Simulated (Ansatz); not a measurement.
Species: CuH (charge 0, triplet). This is an excited triplet: at this geometry the singlet lies 2.53 eV lower at CCSD(T)/CBS(def2-TZVPPD,def2-QZVPPD). 
Structure (B3LYP-D3(BJ)/def2-TZVP (Ansatz, a quantum-chemistry and plane-wave program) minimum search):
```xyz
2

Cu     0.0000     0.0000    -0.0533
H      0.0000     0.0000     1.5463
```
Charge 0, spin multiplicity 3.

Problem. Give the harmonic wavenumbers at B3LYP-D3(BJ)/def2-TZVP (Ansatz, finite differences of forces, unscaled).

Solution. 1373 cm⁻¹. Zero-point energy 2.0 kcal/mol.

Problem. From these and the geometry, give the ideal-gas thermochemistry at 298.15 K and 1 atm (rigid rotor, harmonic oscillator).

Solution. Point group C∞v, rotational symmetry number 1. Rotational constants 199.1, 199.1 GHz. S(trans) 38.41, S(rot) 8.82, S(vib) 0.02, S(elec, spin only) 2.18, S 49.4 cal/(mol K). H(298) - H(0) 2.08 kcal/mol; G - E(el) -10.7 kcal/mol.
